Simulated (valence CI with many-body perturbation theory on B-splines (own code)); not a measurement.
## E1 transitions of Nd45+

Calculated by relativistic CI+MBPT: five valence electrons over a frozen Dirac-Fock core [Ne], a basis of 11 s, 11 p, 10 d, 8 f, 5 g, 2 h functions for each j, with the one-electron correlation potential Σ1, the two-electron term Σ2, the three-electron term Σ3, Breit, model QED; selected CI, second order for the rest, scaled by the run's own slope (own B-spline code, finite nucleus).

No measured spectrum was set against this ion. As an estimate, large intervals hold to a few tenths of a per cent, small ones and those within an open d or f shell to about a per cent. Among the levels kept, up to 3100 cm⁻¹ of a level comes from second order outside the variational space, and about a tenth of that is noise between levels of different J, which matters for small intervals.

Lines 101 to 150 of 566 in falling wavelength, among levels below 52.567 Ry, chosen from the strongest by gf and those to the six lowest levels. Wavelengths and rates use the calculated energies. Electric multipoles are in the length gauge, E1 and E2 with the static RPA response of the core. Weak lines are less certain than strong ones. Lines between different terms over intervals too small for the method are left out, as are lines whose strength nearly cancels. Where a level lies close to another of its J and parity, the split of strength between their lines is uncertain. The highest levels of a list are the least certain.

Levels are named by their leading jj configuration (3d3/2^4 stands for four electrons in 3d with j = 3/2), which in mixed levels can hold well under half, so a name can repeat and another be missing. Letters in brackets count levels of one name in rising energy.

```
λ vac (Å)                               Upper                               Lower   A (s⁻¹)  log gf  Branch %
    60.70  (3s^2 3p1/2 3p3/2 3d5/2) J=5/2 [a]          (3s^2 3p1/2 3p3/2^2) J=5/2  2.22e+10   -1.13      23.8
    60.46  (3s^2 3p1/2 3p3/2 3d3/2) J=5/2 [b]          (3s^2 3p1/2 3p3/2^2) J=3/2  7.52e+09   -1.61       1.0
    60.31  (3s^2 3p1/2 3d3/2 3d5/2) J=7/2 [a]      (3s^2 3p1/2 3p3/2 3d3/2) J=7/2  1.27e+10   -1.26      12.8
    60.31  (3s 3p1/2 3p3/2^2 3d5/2) J=3/2 [a]            (3s 3p1/2 3p3/2^3) J=5/2  2.52e+10   -1.26       5.5
    60.09  (3s 3p1/2^2 3d3/2 3d5/2) J=7/2 [b]  (3s 3p1/2^2 3p3/2 3d3/2) J=5/2 [b]  5.12e+10   -0.65      36.5
    59.94  (3s 3p1/2^2 3p3/2 3d3/2) J=3/2 [a]          (3s^2 3p1/2^2 3d5/2) J=5/2  7.06e+08   -2.82       2.2
    59.90  (3s^2 3p3/2 3d3/2 3d5/2) J=5/2 [a]      (3s^2 3p3/2^2 3d3/2) J=3/2 [a]  2.07e+10   -1.18       2.8
    59.84          (3s^2 3p1/2 3d5/2^2) J=5/2  (3s^2 3p1/2 3p3/2 3d5/2) J=7/2 [b]  1.55e+10   -1.30       8.9
    59.81      (3s 3p1/2 3p3/2^2 3d3/2) J=9/2  (3s^2 3p1/2 3p3/2 3d5/2) J=7/2 [b]  2.94e+10   -0.80      12.5
    59.57          (3s 3p1/2^2 3d5/2^2) J=7/2  (3s 3p1/2^2 3p3/2 3d5/2) J=7/2 [b]  1.95e+10   -1.08      10.9
    59.41          (3s 3p1/2^2 3d5/2^2) J=3/2      (3s 3p1/2^2 3p3/2 3d5/2) J=1/2  3.95e+10   -1.08      20.8
    59.35  (3s^2 3p1/2 3p3/2 3d5/2) J=3/2 [a]          (3s^2 3p1/2 3p3/2^2) J=3/2  2.48e+10   -1.28      79.5
    59.28  (3s^2 3p3/2 3d3/2 3d5/2) J=7/2 [b]          (3s^2 3p3/2^2 3d3/2) J=7/2  1.54e+10   -1.19       2.3
    59.19  (3s^2 3p1/2 3d3/2 3d5/2) J=5/2 [b]  (3s^2 3p1/2 3p3/2 3d3/2) J=3/2 [b]  3.78e+10   -0.92       3.4
    59.04      (3s^2 3p3/2 3d5/2^2) J=7/2 [b]      (3s^2 3p3/2^2 3d5/2) J=5/2 [b]  1.28e+11   -0.27      20.3
    59.04          (3s 3p1/2^2 3d5/2^2) J=9/2  (3s 3p1/2^2 3p3/2 3d5/2) J=7/2 [a]  8.30e+10   -0.36      50.2
    58.79  (3s^2 3p1/2 3d3/2 3d5/2) J=7/2 [b]  (3s^2 3p1/2 3p3/2 3d3/2) J=5/2 [b]  2.55e+10   -0.98       5.8
    58.68  (3s^2 3p1/2 3p3/2 3d3/2) J=3/2 [b]          (3s^2 3p1/2 3p3/2^2) J=3/2  7.39e+08   -2.82       0.1
    58.64  (3s 3p1/2^2 3p3/2 3d5/2) J=5/2 [a]          (3s 3p1/2^2 3p3/2^2) J=5/2  4.06e+10   -0.90      32.6
    58.62      (3s 3p1/2^2 3p3/2 3d3/2) J=7/2          (3s^2 3p1/2^2 3d5/2) J=5/2  4.08e+09   -1.77      24.8
    58.59  (3s^2 3p1/2 3p3/2 3d3/2) J=1/2 [b]          (3s^2 3p1/2 3p3/2^2) J=3/2  2.08e+09   -2.67       0.2
    58.58      (3s^2 3p3/2 3d5/2^2) J=5/2 [b]      (3s^2 3p3/2^2 3d5/2) J=5/2 [b]  1.98e+10   -1.21       4.8
    58.54          (3s^2 3p1/2^2 3d5/2) J=5/2          (3s^2 3p1/2^2 3p3/2) J=3/2  5.41e+10   -0.78      99.4
    58.17      (3s^2 3p3/2 3d5/2^2) J=5/2 [a]          (3s^2 3p3/2^2 3d5/2) J=7/2  2.01e+10   -1.21       7.7
    58.05  (3s^2 3p1/2 3p3/2 3d5/2) J=5/2 [a]          (3s^2 3p1/2 3p3/2^2) J=3/2  6.28e+09   -1.72       6.7
    57.99  (3s 3p1/2^2 3d3/2 3d5/2) J=5/2 [b]  (3s 3p1/2^2 3p3/2 3d3/2) J=3/2 [b]  3.82e+10   -0.94      26.1
    57.72  (3s^2 3p1/2 3d3/2 3d5/2) J=5/2 [a]  (3s^2 3p1/2 3p3/2 3d3/2) J=3/2 [a]  3.22e+10   -1.02      31.9
    57.72  (3s^2 3p1/2 3d3/2 3d5/2) J=7/2 [a]  (3s^2 3p1/2 3p3/2 3d3/2) J=5/2 [a]  5.46e+10   -0.66      55.3
    57.72      (3s^2 3p1/2 3d3/2 3d5/2) J=3/2  (3s^2 3p1/2 3p3/2 3d3/2) J=1/2 [b]  3.21e+10   -1.19       2.8
    57.46  (3s 3p1/2 3p3/2^2 3d5/2) J=5/2 [b]        (3s 3p1/2 3p3/2^3) J=3/2 [a]  1.80e+10   -1.27       3.1
    57.43      (3s 3p1/2^2 3p3/2 3d5/2) J=1/2          (3s 3p1/2^2 3p3/2^2) J=1/2  1.17e+11   -0.94      77.7
    57.42  (3s 3p1/2^2 3d3/2 3d5/2) J=3/2 [b]  (3s 3p1/2^2 3p3/2 3d3/2) J=3/2 [b]  3.01e+10   -1.22      27.1
    57.37      (3s^2 3p3/2 3d5/2^2) J=5/2 [b]          (3s^2 3p3/2^2 3d5/2) J=3/2  7.23e+10   -0.67      17.7
    57.34          (3s^2 3p1/2 3d5/2^2) J=9/2      (3s^2 3p1/2 3p3/2 3d5/2) J=9/2  1.08e+10   -1.27      13.1
    57.32      (3s^2 3p1/2 3d3/2 3d5/2) J=9/2      (3s^2 3p1/2 3p3/2 3d3/2) J=7/2  7.29e+10   -0.44      87.4
    57.28  (3s^2 3p1/2 3d3/2 3d5/2) J=5/2 [a]  (3s^2 3p1/2 3p3/2 3d3/2) J=5/2 [a]  2.52e+10   -1.13      25.0
    57.27          (3s 3p1/2^2 3d5/2^2) J=1/2  (3s 3p1/2^2 3p3/2 3d5/2) J=3/2 [b]  6.68e+10   -1.18      27.5
    57.17  (3s 3p1/2^2 3d3/2 3d5/2) J=7/2 [a]  (3s 3p1/2^2 3p3/2 3d3/2) J=5/2 [a]  6.48e+10   -0.60      64.8
    56.98  (3s^2 3p1/2 3p3/2 3d5/2) J=3/2 [b]          (3s^2 3p1/2 3p3/2^2) J=1/2  8.64e+10   -0.77      54.7
    56.97  (3s 3p1/2 3p3/2^2 3d5/2) J=1/2 [c]        (3s 3p1/2 3p3/2^3) J=3/2 [b]  6.62e+10   -1.19      10.2
    56.93         (3s^2 3p3/2 3d5/2^2) J=11/2          (3s^2 3p3/2^2 3d5/2) J=9/2  1.16e+11   -0.17      62.4
    56.85          (3s 3p1/2^2 3d5/2^2) J=5/2  (3s 3p1/2^2 3p3/2 3d5/2) J=7/2 [a]  2.51e+10   -1.14      12.0
    56.76  (3s 3p1/2 3p3/2^2 3d5/2) J=5/2 [d]            (3s 3p1/2 3p3/2^3) J=5/2  2.90e+10   -1.08       5.7
    56.75  (3s^2 3p3/2 3d3/2 3d5/2) J=3/2 [b]      (3s^2 3p3/2^2 3d3/2) J=3/2 [b]  1.06e+11   -0.69       9.0
    56.66  (3s 3p1/2 3p3/2^2 3d5/2) J=1/2 [c]            (3s 3p1/2 3p3/2^3) J=1/2  9.09e+10   -1.06      14.0
    56.54          (3s 3p1/2^2 3d5/2^2) J=5/2  (3s 3p1/2^2 3p3/2 3d5/2) J=3/2 [a]  2.11e+10   -1.22      10.1
    56.50       (3p1/2^2 3p3/2^2 3d3/2) J=7/2  (3s 3p1/2^2 3p3/2 3d5/2) J=5/2 [b]  2.84e+10   -0.96       5.3
    56.44      (3s^2 3p1/2 3p3/2 3d5/2) J=1/2          (3s^2 3p1/2 3p3/2^2) J=1/2  1.28e+11   -0.91      56.5
    56.38  (3s 3p1/2 3p3/2^2 3d5/2) J=3/2 [d]        (3s 3p1/2 3p3/2^3) J=3/2 [b]  1.23e+11   -0.63      14.1
    56.38  (3s 3p1/2^2 3p3/2 3d5/2) J=7/2 [a]          (3s 3p1/2^2 3p3/2^2) J=5/2  1.02e+11   -0.41      76.3
```
